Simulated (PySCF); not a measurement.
## Magnetisability: `CC(C)(C)OC1CC1`, C$_{7}$H$_{14}$O

Geometry:
```json
{"atom": "C1", "x (Å)": "-1.004", "y (Å)": "1.342", "z (Å)": "-0.006"}
{"atom": "C2", "x (Å)": "-0.934", "y (Å)": "-0.169", "z (Å)": "0.235"}
{"atom": "C3", "x (Å)": "-1.679", "y (Å)": "-0.527", "z (Å)": "1.524"}
{"atom": "C4", "x (Å)": "-1.564", "y (Å)": "-0.916", "z (Å)": "-0.950"}
{"atom": "O5", "x (Å)": "0.406", "y (Å)": "-0.613", "z (Å)": "0.475"}
{"atom": "C6", "x (Å)": "1.370", "y (Å)": "-0.320", "z (Å)": "-0.484"}
{"atom": "C7", "x (Å)": "2.794", "y (Å)": "-0.443", "z (Å)": "-0.046"}
{"atom": "C8", "x (Å)": "2.225", "y (Å)": "0.911", "z (Å)": "-0.356"}
{"atom": "H9", "x (Å)": "-0.561", "y (Å)": "1.876", "z (Å)": "0.832"}
{"atom": "H10", "x (Å)": "-2.042", "y (Å)": "1.649", "z (Å)": "-0.105"}
{"atom": "H11", "x (Å)": "-0.472", "y (Å)": "1.615", "z (Å)": "-0.914"}
{"atom": "H12", "x (Å)": "-1.203", "y (Å)": "-0.036", "z (Å)": "2.368"}
{"atom": "H13", "x (Å)": "-2.716", "y (Å)": "-0.211", "z (Å)": "1.464"}
{"atom": "H14", "x (Å)": "-1.639", "y (Å)": "-1.600", "z (Å)": "1.685"}
{"atom": "H15", "x (Å)": "-1.428", "y (Å)": "-1.988", "z (Å)": "-0.826"}
{"atom": "H16", "x (Å)": "-1.113", "y (Å)": "-0.613", "z (Å)": "-1.892"}
{"atom": "H17", "x (Å)": "-2.628", "y (Å)": "-0.699", "z (Å)": "-0.996"}
{"atom": "H18", "x (Å)": "1.126", "y (Å)": "-0.654", "z (Å)": "-1.490"}
{"atom": "H19", "x (Å)": "2.964", "y (Å)": "-0.687", "z (Å)": "0.991"}
{"atom": "H20", "x (Å)": "3.507", "y (Å)": "-0.881", "z (Å)": "-0.728"}
{"atom": "H21", "x (Å)": "2.542", "y (Å)": "1.412", "z (Å)": "-1.258"}
{"atom": "H22", "x (Å)": "2.039", "y (Å)": "1.572", "z (Å)": "0.476"}
```

Method used: GIAO B3LYP/3-21G magnetisability, non-relativistic, IEF-PCM methanol in PySCF. Geometry: GFN2-xTB.

Q: How diamagnetic is it, and how anisotropic?

A: Isotropic -1567 × 10⁻³⁰ J/T², or -94.4 × 10⁻⁶ cm³/mol; principal values -1663, -1527, -1512 × 10⁻³⁰ J/T², anisotropy 144 × 10⁻³⁰ J/T² (root of half the summed squared differences of the principal values). The susceptibility is in cgs units.

Q: Split it along the inertial axes a, b, c into diamagnetic and paramagnetic parts about the centre of mass, with the quadrupole moment.

A: 
```
axis  χ (10⁻⁶ cm³/mol)  diamagnetic (10⁻⁶ cm³/mol)  paramagnetic (10⁻⁶ cm³/mol)  summed x² of all electrons (Å²)  quadrupole Θ (D Å)
   a             -94.8                      -477.8                        383.1                            204.8               +3.03
   b             -91.7                     -1094.6                       1002.8                             59.5               -3.17
   c             -96.7                     -1121.3                       1024.6                             53.2               +0.14
```
Anisotropies 2χaa − χbb − χcc = -1.1 and 2χbb − χaa − χcc = +7.9 × 10⁻⁶ cm³/mol. Θ is traceless in Buckingham's convention.
